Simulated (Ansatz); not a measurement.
System: CH8OSi2 (charge 0, singlet). 
Structure (B3LYP-D3(BJ)/def2-TZVP (Ansatz, a quantum-chemistry and plane-wave program) minimum search):
```
O
Si 1 1.6350
Si 1 1.6426 2 147.99
H 2 1.4788 1 108.37 3 -180.00
H 2 1.4822 4 109.45 1 -120.37
H 2 1.4822 4 109.45 5 -119.26
H 3 1.4842 1 109.05 2 59.08
H 3 1.4842 7 108.37 1 118.59
C 3 1.8611 7 110.64 8 121.47
H 9 1.0916 3 110.92 7 -179.92
H 9 1.0916 10 108.21 3 121.88
H 9 1.0927 10 108.11 11 116.87
```
Charge 0, spin multiplicity 1.

Computed values are from Ansatz. Valence correlation only, unless marked. Open shells are spin-unrestricted. Spin-orbit coupling is left out. Non-relativistic. Basis-set limits of correlation are two-point, X^-3; Hartree-Fock from the larger set. [CCSD(T)-MP2]/basis is that difference in the basis named.

Question: What is the T1 diagnostic at CCSD/aug-cc-pV(Q+d)Z?

Answer: 0.011.

Question: What is the vertical triplet-singlet gap at RI-MP2/CBS(aug-cc-pV(T+d)Z,aug-cc-pV(Q+d)Z)+[CCSD(T)-MP2]/aug-cc-pV(T+d)Z?

Answer: 7.44 eV.

Question: What is the total energy at CCSD(T)/CBS(aug-cc-pV(T+d)Z,aug-cc-pV(Q+d)Z)?

Answer: -696.2761 Eh.

Question: What is the atomisation energy De at CCSD(T)/CBS(aug-cc-pV(T+d)Z,aug-cc-pV(Q+d)Z)?

Answer: 1006.7 kcal/mol.

Question: What is the dipole moment at CCSD(T)/aug-cc-pV(D+d)Z?

Answer: 0.60 D.
